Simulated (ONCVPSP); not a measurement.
## Before and after: ONCV potential for hydrogen (H)

H, optimised norm-conserving Vanderbilt (ONCV), made with ONCVPSP 4.0.1 (PBE, scalar-relativistic). Core none, reference 1s1. Waves: 1s: rc 1.30 bohr, ncon 4, nbas 8, qcut 4.8 1/bohr, 2 projectors, debl 2.2 Ha; p scattering state at 0.22 Ha: rc 1.30 bohr, ncon 3, nbas 6, qcut 6 1/bohr, 2 projectors, debl 2.2 Ha. Local part: polynomial inside 1.00 bohr (lpopt 5, dvloc0 2 Ha). Core correction: none.

All-electron outer shells of the reference configuration (PBE, scalar-relativistic, ld1.x):

```json
{"shell": "1s", "level (eV)": "-6.49", "outermost node (bohr)": "–", "outermost maximum (bohr)": "1.03"}
```

Change: all radii scaled by about 1.15 (s 1.50, p 1.50 bohr); local potential polynomial inside 1.16 bohr (lpopt 5, dvloc0 2 Ha).

Cutoffs: the cutoffs (Ha) at which the residual kinetic energy of the hardest occupied pseudo-wave falls to 1 and 0.1 mHa per electron; they do not see the model core or the augmentation charge, which bear on the density cutoff. Errors are all-electron minus pseudo energies relative to the spin-unpolarised reference configuration.

Task: How do hardness, ghosts and transferability respond?

Result: The potential gets softer (11 Ha and 63 Ha → 9.5 Ha and 23 Ha); neither file shows a bound ghost. A larger radius leaves more room for a smooth pseudo-wave, so fewer plane waves are needed.

| quantity | base | changed |
| --- | --- | --- |
| cutoff, loose | 11 Ha | 9.5 Ha |
| cutoff, tight | 63 Ha | 23 Ha |
| bound ghosts | none | none |
| GHOST(+) flags under 300 eV | none | none |
| error for 1s0.5, meV [ΔE 4.76 eV] | +4.6 | +7.2 |
